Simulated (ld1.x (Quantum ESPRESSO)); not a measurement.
## PBE PAW dataset for Ga (Z = 31), non-relativistic all-electron reference.

* Element: Ga
* Generator: ld1.x (Quantum ESPRESSO) 7.5
* Type: PAW
* Functional: PBE
* Relativity: non-relativistic
* Frozen core: [Ar] 3d10
* Valence charge: 3
* Reference configuration: 4s2 4p1
* Partial waves: 4s (bound): rcut 2.00, rcutus 2.15 bohr; 4s channel at 0.1 Ry: rcut 2.00, rcutus 2.15 bohr; 4p (bound): rcut 2.05, rcutus 2.70 bohr; 4p channel at 0.9 Ry: rcut 2.05, rcutus 2.70 bohr
* Local potential: all-electron potential smoothed inside 2.00 bohr (lloc = -1)
* Core correction: Bessel-smoothed model core inside 1.70 bohr
* Augmentation charge: PSQ, inside the norm-conserving radii

(1) Estimate the cutoffs (Ry, on a coarse ladder) from which the occupation-weighted sum of valence levels, in a spherical-Bessel basis at the reference potential, stays within 10 and 1 mRy of its value at 400 Ry.

(2) What does a ghost test show?

(3) Is the overlap operator S = 1 + Σ q|β⟩⟨β| positive definite (Bessel basis up to 400 Ry)?

Answers

(1) 6 Ry and 8 Ry.

(2) No extra level below or beside the all-electron valence levels (s, p, d, f tested).

(3) Yes: its lowest eigenvalue is 0.39 (s channel).

Its largest configuration-test error is -11 meV (4s2 4p0). Test run stopped at test 2 of 7 (negative rho).
